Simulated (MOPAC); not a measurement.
Input file for MOPAC: AM1 on CH4GeS (SMILES [CH3][Ge][SH]), a point of a torsion scan.

```
AM1 1SCF PRECISE CHARGE=0 THREADS=1
CH4GeS

C     -0.90593898 1    -0.15948676 1     0.06495073 1
Ge     0.19219201 1     1.54309537 1    -0.19916508 1
S      2.22752167 1     0.58469095 1     0.02983248 1
H     -0.58285150 1    -0.93503860 1    -0.63030288 1
H     -1.96327874 1     0.03333832 1    -0.11361284 1
H     -0.80898635 1    -0.55643296 1     1.07715522 1
H      1.86110207 1    -0.39017884 1     0.84785350 1
```

It printed:

```
*******************************************************************************
 **                                                                           **
 **                              MOPAC v23.2.5                                **
 **                                                                           **
 *******************************************************************************
 ** MOPAC's Digital Object Identifier: https://doi.org/10.5281/zenodo.6511958 **
 **                                                                           **
 ** Please cite the open-source release paper for use of this MOPAC version:  **
 ** J. E. Moussa and J. J. P. Stewart (2026)                                  **
 ** MOPAC: An open-source semiempirical molecular orbital program             **
 ** J. Open Source Softw., 11(119), 8025, https://doi.org/10.21105/joss.08025 **
 *******************************************************************************

                              AM1 CALCULATION RESULTS

 *******************************************************************************
 *  AM1        - The AM1 Hamiltonian to be used
 *
 *
 *
 *                 CHARGE ON SYSTEM = 0
 *
 *
 *
 *  PRECISE    - TIGHTER CRITERIA TO BE USED
 *  1SCF       - DO 1 SCF AND THEN STOP
 *  THREADS=1  - MULTI-THREADING NOT USED
 *  T=         - A TIME OF 172800.0 SECONDS REQUESTED
 *  DUMP=N     - RESTART FILE WRITTEN EVERY 7200.0 SECONDS REQUESTED
 *******************************************************************************
AM1 1SCF PRECISE CHARGE=0 THREADS=1
 CH4GeS

   ATOM   CHEMICAL          X               Y               Z
  NUMBER   SYMBOL      (ANGSTROMS)     (ANGSTROMS)     (ANGSTROMS)

     1       C         -0.90593898  *  -0.15948676  *   0.06495073  *
     2      Ge          0.19219201  *   1.54309537  *  -0.19916508  *
     3       S          2.22752167  *   0.58469095  *   0.02983248  *
     4       H         -0.58285150  *  -0.93503860  *  -0.63030288  *
     5       H         -1.96327874  *   0.03333832  *  -0.11361284  *
     6       H         -0.80898635  *  -0.55643296  *   1.07715522  *
     7       H          1.86110207  *  -0.39017884  *   0.84785350  *



          CARTESIAN COORDINATES

    NO.       ATOM           X           Y           Z

     1         C         -0.9059     -0.1595      0.0650
     2        Ge          0.1922      1.5431     -0.1992
     3         S          2.2275      0.5847      0.0298
     4         H         -0.5829     -0.9350     -0.6303
     5         H         -1.9633      0.0333     -0.1136
     6         H         -0.8090     -0.5564      1.0772
     7         H          1.8611     -0.3902      0.8479

  H: (AM1): M.J.S. DEWAR ET AL, J. AM. CHEM. SOC. 107 3902-3909 (1985)
  C: (AM1): M.J.S. DEWAR ET AL, J. AM. CHEM. SOC. 107 3902-3909 (1985)
  S: (AM1): M.J.S. DEWAR, Y-C YUAN, INORGANIC CHEMISTRY, 29, 3881:3890,  (1990)
 Ge: (AM1): M.J.S.Dewar and C.Jie, Organometallics, 8, 1544, (1989)

           Empirical Formula: C H4 Ge S  =     7 atoms



      MOLECULAR POINT GROUP   :   C1


      RHF CALCULATION, NO. OF DOUBLY OCCUPIED LEVELS = 9


 -------------------------------------------------------------------------------
 AM1 1SCF PRECISE CHARGE=0 THREADS=1
 CH4GeS



     1SCF WAS SPECIFIED, SO BFGS WAS NOT USED
     SCF FIELD WAS ACHIEVED


                              AM1 CALCULATION
                                                       MOPAC v23.2.5 Linux




          FINAL HEAT OF FORMATION =         39.88192 KCAL/MOL =     166.86596 KJ/MOL


          COSMO AREA              =        119.24 SQUARE ANGSTROMS
          COSMO VOLUME            =        111.47 CUBIC ANGSTROMS

          IONIZATION POTENTIAL    =          8.733291 EV
          HOMO LUMO ENERGIES (EV) =         -8.733 -1.946
          NO. OF FILLED LEVELS    =          9
          MOLECULAR WEIGHT        =        120.6926         POINT GROUP:  C1

          MOLECULAR DIMENSIONS (Angstroms)

            Atom       Atom       Distance
            H     5    S     3     4.22935
           Ge     2    H     4     2.38856
            H     6    H     4     1.62220


          SCF CALCULATIONS        =          1





   ATOM   CHEMICAL          X               Y               Z
  NUMBER   SYMBOL      (ANGSTROMS)     (ANGSTROMS)     (ANGSTROMS)

     1       C         -0.90593898  *  -0.15948676  *   0.06495073  *
     2      Ge          0.19219201  *   1.54309537  *  -0.19916508  *
     3       S          2.22752167  *   0.58469095  *   0.02983248  *
     4       H         -0.58285150  *  -0.93503860  *  -0.63030288  *
     5       H         -1.96327874  *   0.03333832  *  -0.11361284  *
     6       H         -0.80898635  *  -0.55643296  *   1.07715522  *
     7       H          1.86110207  *  -0.39017884  *   0.84785350  *

                             CARTESIAN COORDINATES

   1    C       -0.905938980    -0.159486760     0.064950730
   2   Ge        0.192192010     1.543095370    -0.199165080
   3    S        2.227521670     0.584690950     0.029832480
   4    H       -0.582851500    -0.935038600    -0.630302880
   5    H       -1.963278740     0.033338320    -0.113612840
   6    H       -0.808986350    -0.556432960     1.077155220
   7    H        1.861102070    -0.390178840     0.847853500


           Empirical Formula: C H4 Ge S  =     7 atoms



      MOLECULAR POINT GROUP   :   C1


                  EIGENVALUES
 -29.23255 -18.99532 -14.29146 -13.98728 -13.97638 -12.32861 -11.06358  -9.94291
  -8.73329  -1.94551  -0.95512   0.88495   1.40254   4.05985   4.16767   4.90658


              NET ATOMIC CHARGES AND DIPOLE CONTRIBUTIONS

  ATOM NO.   TYPE          CHARGE      No. of ELECS.   s-Pop       p-Pop
    1          C          -0.570801        4.5708     1.28482     3.28598
    2         Ge           0.697470        3.3025     1.45976     1.84277
    3          S          -0.460879        6.4609     1.92693     4.53395
    4          H           0.086471        0.9135     0.91353
    5          H           0.088607        0.9114     0.91139
    6          H           0.077287        0.9227     0.92271
    7          H           0.081845        0.9182     0.91816
 DIPOLE           X         Y         Z       TOTAL
 POINT-CHG.    -2.450     3.578    -0.488     4.364
 HYBRID        -0.096    -4.905     1.497     5.129
 SUM           -2.546    -1.327     1.009     3.043


          ATOMIC ORBITAL ELECTRON POPULATIONS

     Atom    s        px        py        pz
    1  C   1.28482   1.10503   1.14494   1.03602
    2 Ge   1.45976   0.56820   1.12122   0.15335
    3  S   1.92693   1.47458   1.43418   1.62519
    4  H   0.91353
    5  H   0.91139
    6  H   0.92271
    7  H   0.91816

 **********************
 *                    *
 * JOB ENDED NORMALLY *
 *                    *
 **********************




 == MOPAC DONE ==
```

The run finished.

Cost: about 0.05 core-seconds (a rough figure).
